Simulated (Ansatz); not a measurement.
`[AlH2][InH][Cl]` + `N=C=O` → `O=C=[N][InH][Cl]` + `[AlH3]` at 700 K and 1 bar (cleavage of the In–Al bond).

Isolated molecules relaxed with PBE0-D4/def2-TZVP in Ansatz; ΔE leaves out vibrations. CCSD(T)/CBS adds triple-zeta CCSD(T) − MP2 to the extrapolated MP2 energy (def2 sets, frozen cores). This one scheme is used for every species. Elements past krypton have def2 core potentials. For In outer-core shells are correlated without core-valence functions, which leaves a few kJ/mol of doubt a bond. One conformer a species, not always the lowest.

| species | CCSD(T)/CBS energy (Eh) | H − E (kJ/mol) | S (J/(mol·K)) |
| --- | --- | --- | --- |
| `[AlH2][InH][Cl]` | -893.43813 | 114.1 | 438.7 |
| `N=C=O` | -168.51995 | 89.3 | 283.6 |
| `O=C=[N][InH][Cl]` | -818.18295 | 114.6 | 450.0 |
| `[AlH3]` | -243.78045 | 80.2 | 251.4 |

H − E and S are ideal-gas, rigid-rotor, harmonic terms from PBE0-D4/def2-TZVP, for one conformer and one mirror image of each species. 1 Eh = 2625.50 kJ/mol, R = 8.31446 J/(mol·K).

Task: By hand: ΔE, ΔH, ΔS and ΔG.

Result: ΔE = (-818.18295) + (-243.78045) − (-893.43813) − (-168.51995) = -0.00532 Eh = -14.0 kJ/mol. Δ(H − E) = 114.6 + 80.2 − 114.1 − 89.3 = -8.6, so ΔH = -22.6 kJ/mol. ΔS = 450.0 + 251.4 − 438.7 − 283.6 = -20.9 J/(mol·K). ΔG = -22.6 − 700 × (-20.9)/1000 = -8.0 kJ/mol.

Task: By hand: the equilibrium constant, and the temperature at which ΔG would vanish if ΔH and ΔS stayed fixed.

Result: log₁₀ K = −ΔG/(RT ln 10) = 0.6. ΔG = 0 at ΔH/ΔS = 1081 K.

TΔS isn't small against ΔH here. A doubt of 5 kJ/mol in ΔE shifts log₁₀ K by 0.4 here. Other conformers and mirror images would add mixing entropy, several J/(mol·K) or more a flexible species. Modes under 60 cm⁻¹, often nearly free rotors, make the harmonic entropy too high. These are equilibria of isolated gas molecules and say nothing of rates. Largest T1 diagnostic: 0.018 (customary marks: 0.02 for closed shells, 0.045 for open ones).
